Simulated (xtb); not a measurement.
C$_{2}$H$_{6}$Ga (SMILES [CH3][Ga+][CH3]), charge +1, singlet, from a rough starting geometry (GFN-xTB shapes and energies of metal compounds can be far from the true ones); xtb 6.7.1 with GFN2-xTB.

Input for xtb:
```
$ xtb mol.xyz --gfn 2 --chrg 1 --opt vtight --json

# file mol.xyz
9

Ga     0.06865151     0.04435812    -0.07058429
C      1.66011567     0.20403723    -1.31701104
H      2.23204459    -0.69541695    -1.14295980
H      2.13827942     1.13752448    -1.06855243
H      1.21669054     0.23246128    -2.28029419
C     -1.59389495    -0.20912586     1.29395455
H     -2.12601626    -1.19065842     1.06825160
H     -2.28410503     0.57334462     1.17720018
H     -1.21622103    -0.31302552     2.32699212
```

What the program printed (banner, timings and long lists left out):

```
   ID    Z sym.   atoms
    1   31 Ga     1
    2    6 C      2, 6
    3    1 H      3-5, 7-9

           -------------------------------------------------
          |                Calculation Setup                |
           -------------------------------------------------

           -------------------------------------------------
          |                 G F N 2 - x T B                 |
           -------------------------------------------------

          ...................................................
          :                      SETUP                      :
          :.................................................:
          :  # basis functions                  24          :
          :  # atomic orbitals                  23          :
          :  # shells                           13          :
          :  # electrons                        16          :
          :  max. iterations                   250          :
          :  Hamiltonian                  GFN2-xTB          :
          :  restarted?                      false          :
          :  GBSA solvation                  false          :
          :  PC potential                    false          :
          :  electronic temp.          300.0000000     K    :
          :  accuracy                    1.0000000          :
          :  -> integral cutoff          0.2500000E+02      :
          :  -> integral neglect         0.1000000E-07      :
          :  -> SCF convergence          0.1000000E-05 Eh   :
          :  -> wf. convergence          0.1000000E-03 e    :
          :  Broyden damping             0.4000000          :
          :  net charge                          1          :
          :  unpaired electrons                  0          :
          ...................................................

 iter      E             dE          RMSdq      gap      omega  full diag
   1     -8.1719389 -0.817194E+01  0.187E+01    2.94       0.0  T
   2     -8.1706843  0.125457E-02  0.124E+01    2.97       1.0  T
   3     -7.8644013  0.306283E+00  0.638E+00    4.00       1.0  T
   4     -8.1778093 -0.313408E+00  0.164E+00    3.11       1.0  T
   5     -8.1817548 -0.394553E-02  0.467E-01    3.10       1.0  T
   6     -8.1816681  0.866787E-04  0.257E-01    3.10       1.0  T
   7     -8.1819187 -0.250567E-03  0.107E-01    3.08       1.0  T
   8     -8.1819549 -0.362008E-04  0.258E-02    3.08       1.3  T
   9     -8.1819549 -0.604995E-07  0.191E-02    3.08       1.7  T
  10     -8.1819550 -0.448795E-07  0.715E-04    3.08      46.6  T
  11     -8.1819550 -0.585995E-09  0.809E-04    3.08      41.2  T

   *** convergence criteria satisfied after 11 iterations ***

         :::::::::::::::::::::::::::::::::::::::::::::::::::::
         ::                     SUMMARY                     ::
         :::::::::::::::::::::::::::::::::::::::::::::::::::::
         :: total energy              -8.067990622155 Eh    ::
         :: gradient norm              0.074289659943 Eh/a0 ::
         :: HOMO-LUMO gap              3.078562198378 eV    ::
         ::.................................................::
         :: SCC energy                -8.181952999232 Eh    ::
         :: -> isotropic ES            0.100891686328 Eh    ::
         :: -> anisotropic ES         -0.023771228775 Eh    ::
         :: -> anisotropic XC          0.004073082998 Eh    ::
         :: -> dispersion             -0.002393906437 Eh    ::
         :: repulsion energy           0.113962377077 Eh    ::
         :: add. restraining           0.000000000000 Eh    ::
         :: total charge               1.000000000000 e     ::
         :::::::::::::::::::::::::::::::::::::::::::::::::::::

      -----------------------------------------------------------
     |                   =====================                   |
     |                        A N C O P T                        |
     |                   =====================                   |
[...]
 * total energy  :    -8.0679906 Eh     change       -0.4399539E-09 Eh
 * total energy  :    -8.0751556 Eh     change       -0.7164935E-02 Eh
 * total energy  :    -8.0756765 Eh     change       -0.5209458E-03 Eh
 * total energy  :    -8.0757235 Eh     change       -0.4696030E-04 Eh
 * total energy  :    -8.0757285 Eh     change       -0.5060069E-05 Eh
 * total energy  :    -8.0757339 Eh     change       -0.5382777E-05 Eh
 * total energy  :    -8.0757342 Eh     change       -0.2485735E-06 Eh
 * total energy  :    -8.0757343 Eh     change       -0.9679145E-07 Eh
   *** GEOMETRY OPTIMIZATION CONVERGED AFTER 8 ITERATIONS ***
         :: total energy              -8.075734252301 Eh    ::
[...]
         6        2.0000           -0.6582607             -17.9122
         7        2.0000           -0.6582533             -17.9120
         8        2.0000           -0.5951835             -16.1958 (HOMO)
         9                         -0.4738359             -12.8937 (LUMO)
        10                         -0.3481298              -9.4731
        11                         -0.3481014              -9.4723
        12                         -0.2335865              -6.3562
        13                         -0.2335786              -6.3560
        14                         -0.0993492              -2.7034
        15                         -0.0992815              -2.7016
        16                         -0.0333674              -0.9080
        17                         -0.0175990              -0.4789
        18                          0.0359940               0.9794
        19                          0.0360673               0.9814
       ...                                ...                  ...
        23                          0.8810927              23.9758
      -------------------------------------------------------------
                  HL-Gap            0.1213476 Eh            3.3020 eV
             Fermi-level           -0.5345097 Eh          -14.5448 eV

     #   Z          covCN         q      C6AA      α(0)
     1  31 Ga       1.696     0.386   210.893    32.691
     2   6 C        3.620    -0.170    24.343     7.115
     3   1 H        0.924     0.159     1.333     1.805
     4   1 H        0.924     0.160     1.329     1.803
     5   1 H        0.924     0.159     1.335     1.807
     6   6 C        3.620    -0.170    24.344     7.115
     7   1 H        0.924     0.159     1.335     1.807
     8   1 H        0.924     0.159     1.332     1.805
     9   1 H        0.924     0.159     1.329     1.803

 Mol. C6AA /au·bohr⁶  :        949.905665
 Mol. C8AA /au·bohr⁸  :      51874.863465
 Mol. α(0) /au        :         57.751151

Wiberg/Mayer (AO) data.
largest (>0.10) Wiberg bond orders for each atom

 ---------------------------------------------------------------------------
     #   Z sym  total        # sym  WBO       # sym  WBO       # sym  WBO
 ---------------------------------------------------------------------------
     1  31 Ga   2.352 --     2 C    0.952     6 C    0.952
     2   6 C    3.981 --     1 Ga   0.952     5 H    0.895     3 H    0.895
                             4 H    0.895     6 C    0.333
     3   1 H    0.975 --     2 C    0.895
     4   1 H    0.975 --     2 C    0.895
     5   1 H    0.975 --     2 C    0.895
     6   6 C    3.981 --     1 Ga   0.952     7 H    0.895     8 H    0.895
                             9 H    0.895     2 C    0.333
     7   1 H    0.975 --     6 C    0.895
     8   1 H    0.975 --     6 C    0.895
     9   1 H    0.975 --     6 C    0.895
 ---------------------------------------------------------------------------

Topologies differ in total number of bonds
Writing topology from bond orders to xtbtopo.mol

molecular dipole:
                 x           y           z       tot (Debye)
 q only:        0.025      -0.040       0.004
   full:        0.029      -0.035       0.010       0.119
molecular quadrupole (traceless):
                xx          xy          yy          xz          yz          zz
 q only:        5.062       1.599      -6.173      -9.277      -1.296       1.112
  q+dip:        5.470       1.728      -6.671     -10.024      -1.401       1.201
   full:        2.926       0.924      -3.567      -5.360      -0.749       0.642

optimized geometry written to: xtbopt.xyz

           -------------------------------------------------
          | TOTAL ENERGY               -8.075734252301 Eh   |
          | GRADIENT NORM               0.000313610784 Eh/α |
          | HOMO-LUMO GAP               3.302037001469 eV   |
           -------------------------------------------------

normal termination of xtb
```
